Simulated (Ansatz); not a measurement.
CH$_{9}$NOSi$_{2}$ (`C[Si](N)(O)[SiH3]`), relaxed with RKS PBE0-D4/def2-TZVP in Ansatz from a PBE-D4/def2-SVP geometry. The force threshold is 0.005 eV/Å; the program also tests the step.

Charge 0, multiplicity 1.

Start:

```xyz
14

C     1.204   -1.171    0.765
Si    0.074   -0.194   -0.384
N    -1.288   -1.204   -0.753
O     0.882    0.249   -1.812
Si   -0.747    1.769    0.637
H     1.560   -2.095    0.262
H     0.670   -1.460    1.692
H     2.099   -0.580    1.049
H    -2.017   -0.837   -1.371
H    -1.122   -2.193   -0.956
H     1.481    1.012   -1.725
H    -1.294    1.510    2.018
H    -1.846    2.388   -0.191
H     0.343    2.807    0.771
```

Q: How much energy does the relaxation release, and in how many steps? (Best estimate.)

A: Ansatz gave: 0.07 eV, in 13 steps, 1 of them rejected.

Q: Which bonds change most? (Estimate.)

A: Computed: Si2–O4 from 1.698 to 1.661 Å; Si2–N3 from 1.735 to 1.709 Å; C1–Si2 from 1.884 to 1.865 Å; Si5–H12 from 1.508 to 1.489 Å.

Q: Give the relaxed structure. (An estimate is asked.)

A: The calculation gave: 
```xyz
14

C     1.184   -1.165    0.751
Si    0.079   -0.186   -0.388
N    -1.255   -1.177   -0.790
O     0.904    0.252   -1.760
Si   -0.753    1.762    0.633
H     1.521   -2.082    0.258
H     0.660   -1.440    1.670
H     2.073   -0.593    1.026
H    -2.006   -0.821   -1.358
H    -1.126   -2.165   -0.939
H     1.537    0.968   -1.686
H    -1.214    1.504    2.026
H    -1.901    2.318   -0.138
H     0.296    2.824    0.694
```
